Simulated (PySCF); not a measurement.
Two-component Hartree-Fock for Sm³⁶⁺ (samarium, charge +36)

Start: [Ar] 3d8; 3d3/2 filled at m_j = -3/2, -1/2, +1/2, +3/2; 3d5/2 filled at m_j = -1/2, +1/2, +3/2, +5/2. Calculated with PySCF 2.14 in an uncontracted even-tempered set (16 s from 7 bohr⁻², ratio 2.8; 12 p from 9 bohr⁻², ratio 2.8; 8 d from 9 bohr⁻², ratio 2.8; 3 f from 35 bohr⁻², ratio 3): generalised Hartree-Fock with the X2C-1e Hamiltonian and a Gaussian nucleus; one run each with spin-orbit coupling (SO) switched off, then screened by Boettger's factors.

```
spinor shell  electrons  ε, spin-free (eV)  ε, screened SO (eV)  weight of nominal j (screened SO)  rms radius, screened SO (bohr)
       1s1/2          2           -48688.4             -48679.7                              1.000                          0.0259
       2s1/2          2            -9383.8              -9380.7                              1.000                           0.105
       2p1/2          2            -8542.4              -8971.7                              1.000                          0.0896
       2p3/2          4            -8542.4              -8355.1                              1.000                          0.0957
       3s1/2          2            -3197.2              -3196.3                              1.000                           0.264
       3p1/2          2            -2926.2              -3026.1                              0.999                           0.254
       3p3/2          4            -2926.2              -2882.0                              0.999                           0.267
       3d3/2          4            -2591.1              -2607.9                              0.981                           0.235
       3d5/2          4            -2591.1              -2578.0                              0.987                           0.238
```

| quantity | spin-free | screened SO |
| --- | --- | --- |
| E (hartree) | -9584.18776 | -9590.73377 |
| M_J | 4 | 4 |
| ⟨J²⟩ | 20.000 | 20.000 |
| ⟨L²⟩ | 12.000 | 12.781 |
| ⟨S²⟩ | 2.000 | 1.839 |

Each row is a mean over spinors that exchange with the open shell spreads, by up to 32.449 eV (3p3/2).

Breit and QED terms are absent; they matter most for the inner s and p1/2 levels.

Densities and radii are taken from the X2C orbitals without a picture-change correction, which distorts them close to the nucleus.

Without spin-orbit coupling the j labels of p, d and f shells carry no meaning; the spin-free column gives the mean over the occupied spinors of each nl shell.
